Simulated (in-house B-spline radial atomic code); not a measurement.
Settings and results of a run for Ni⁺ (an excited or competing configuration). Level of theory: non-relativistic M06-L, spin-polarised, spherical fractional occupations, point nucleus; calculated with a radial B-spline atomic code at the basis-set limit.

Command:
```bash
python run_scf.py task.json out
```
Settings:
```
Z                28
configuration    [Ne] 3s2 3p5 3d9 4d1
hamiltonian      nr
method           m06l
spin_polarised   True
```

Output (hartree, bohr):
```
 radial grid: 61 intervals, B-splines of order 8, outer radius 60 bohr

 iter        energy (Eh)    residual
    1       -1505.077074    9.07e-02
    2       -1505.099124    1.43e-02
    3       -1505.111739    8.03e-03
    4       -1505.113892    5.90e-03
    5       -1505.114113    1.11e-02
    6       -1505.114682    4.65e-03
    7       -1505.114871    3.17e-03
    8       -1505.114945    3.70e-03
    9       -1505.115101    2.99e-03
   10       -1505.115398    1.62e-03
   11       -1505.115442    1.29e-03
   12       -1505.115515    3.61e-04
   13       -1505.115501    8.14e-04
   14       -1505.115519    7.76e-04
   15       -1505.115522    4.63e-04
   16       -1505.115527    7.49e-05
   17       -1505.115527    1.04e-04
   18       -1505.115527    1.56e-05
   19       -1505.115527    2.95e-06
   20       -1505.115527    6.15e-07
   21       -1505.115527    3.45e-07
   22       -1505.115527    2.42e-07

 total energy                     -1505.11553
 kinetic                            1503.9969
 electron-nucleus                  -3578.5423
 Hartree                             631.8621
 exchange-correlation                -62.4323

 orbital      occ     eigenvalue          <r>       <r^2>       <1/r>       r_max
 1s up      1.000      -300.1304    0.0548271  0.00403052     27.5136      0.0362
 1s down    1.000      -300.1072    0.0548235  0.00402993     27.5149      0.0362
 2s up      1.000       -36.4246     0.247426   0.0722108     5.97843      0.2071
 2s down    1.000       -36.3785     0.247213   0.0720565     5.98138      0.2071
 2p up      3.000       -31.7760      0.21643   0.0574191     5.91084      0.1665
 2p down    3.000       -31.7238     0.216285   0.0573137     5.91262      0.1665
 3s up      1.000        -4.7702     0.744904     0.63923     1.89144      0.6479
 3s down    1.000        -4.6213     0.749201    0.647186     1.87783      0.6502
 3p up      3.000        -3.3182     0.777287    0.710182     1.76032      0.6528
 3p down    2.000        -3.1756     0.784496    0.724806     1.74428       0.656
 3d up      5.000        -0.9364     0.924831      1.0918     1.42083      0.6344
 3d down    4.000        -0.8242     0.969174     1.21929     1.37874      0.6445
 4d up      1.000        -0.1559      6.01293     39.3932    0.188478       6.135
```

Run time, properties included: 0.22 s on 1 thread of AMD EPYC 9R14, on a shared host.
